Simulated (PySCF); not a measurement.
**Group charges in `[SiH3]C[Si@H]([SiH2][SiH3])S[SiH3]`**

CH14SSi5.
SMILES with atom numbers: `[SiH3:1][CH2:2][Si@H:3]([SiH2:4][SiH3:5])[S:6][SiH3:7]` (hydrogens: H8, H9, H10 on Si1; H11, H12 on C2; H13 on Si3; H14, H15 on Si4; H16, H17, H18 on Si5; H19, H20, H21 on Si7)

Structure used (GFN2-xTB), in Å, numbered top down from 1:
```xyz
21
CH14SSi5 angstrom
Si    -0.2995    2.8283    0.1223
C      0.2419    1.5713   -1.2021
Si     0.1041   -0.2715   -0.7313
Si    -1.9951   -1.0887   -0.1966
Si    -2.0889   -3.2048    0.7458
S      1.3164   -0.6434    1.0468
Si     3.2311    0.1684    0.6008
H     -1.7223    2.6396    0.4059
H      0.4878    2.6575    1.3424
H     -0.0711    4.1778   -0.4052
H     -0.3614    1.7295   -2.0965
H      1.2720    1.7942   -1.4883
H      0.8193   -1.0186   -1.7821
H     -2.7663   -1.0381   -1.4544
H     -2.7007   -0.1162    0.6551
H     -1.3275   -4.1777   -0.0442
H     -3.4581   -3.7278    0.8188
H     -1.5547   -3.2348    2.1061
H      3.6340   -0.2946   -0.7223
H      3.1489    1.6250    0.6254
H      4.0811   -0.3583    1.6531
```

Atomic charges (e) from the PBE0/pcSseg-1 density (PySCF):

```
atom  Mulliken      IAO  Hirshfeld  ESP-fitted
 Si1   +0.5018  +0.6031    +0.3044     +0.4010
  C2   -0.8404  -0.8109    -0.2450     -0.4596
 Si3   +0.3955  +0.5596    +0.2547     +0.3345
 Si4   +0.0081  +0.1341    +0.1479     +0.1482
 Si5   +0.2329  +0.3133    +0.2218     +0.1399
  S6   -0.5341  -0.4530    -0.1869     -0.4079
 Si7   +0.4633  +0.5518    +0.2974     +0.3971
  H8   -0.0773  -0.1189    -0.0767     -0.1007
  H9   -0.0608  -0.1114    -0.0776     -0.0926
 H10   -0.0813  -0.1169    -0.0797     -0.1098
 H11   +0.1780  +0.1665    +0.0441     +0.1486
 H12   +0.1876  +0.1638    +0.0434     +0.1364
 H13   +0.0044  -0.1071    -0.0816     -0.0862
 H14   -0.0236  -0.0831    -0.0755     -0.0720
 H15   -0.0131  -0.0746    -0.0685     -0.0476
 H16   -0.0564  -0.0955    -0.0725     -0.0546
 H17   -0.0536  -0.0927    -0.0705     -0.0447
 H18   -0.0429  -0.0882    -0.0687     -0.0350
 H19   -0.0647  -0.1196    -0.0730     -0.0814
 H20   -0.0661  -0.1244    -0.0730     -0.0685
 H21   -0.0573  -0.0960    -0.0644     -0.0451
```

Q: Cut each of the bonds Si1–C2, C2–Si3, Si4–Si3, Si5–Si4, S6–Si3 and Si7–S6 in turn and sum the charges on the side of the atom named first.

A: In e; the other side holds the opposite charge:

```
bond cut  piece  atoms  Mulliken     IAO  Hirshfeld  ESP-fitted
  Si1–C2   SiH3      4    +0.282  +0.256     +0.070      +0.098
  C2–Si3  CH5Si      7    -0.192  -0.225     -0.087      -0.077
 Si4–Si3  Si2H5      7    +0.051  +0.013     +0.014      +0.034
 Si5–Si4   SiH3      4    +0.080  +0.037     +0.010      +0.006
  S6–Si3  SiSH3      5    -0.259  -0.241     -0.100      -0.206
  Si7–S6   SiH3      4    +0.275  +0.212     +0.087      +0.202
```

Extremes among these pieces. Mulliken: lowest SiSH3 at S6, highest SiH3 at Si1; IAO: lowest SiSH3 at S6, highest SiH3 at Si1; Hirshfeld: lowest SiSH3 at S6, highest SiH3 at Si7; ESP-fitted: lowest SiSH3 at S6, highest SiH3 at Si7.

Q: Do the schemes agree better on the pieces than on the single atoms at the cuts?

A: The spread between schemes averages 0.137 e for the pieces and 0.302 e for the atoms named first; it is smaller for the piece at 6 of the 6 cuts. On average they agree better on the pieces.

One conformer (not necessarily the lowest) at the GFN2-xTB geometry, without solvent, vibrations or thermal averaging.
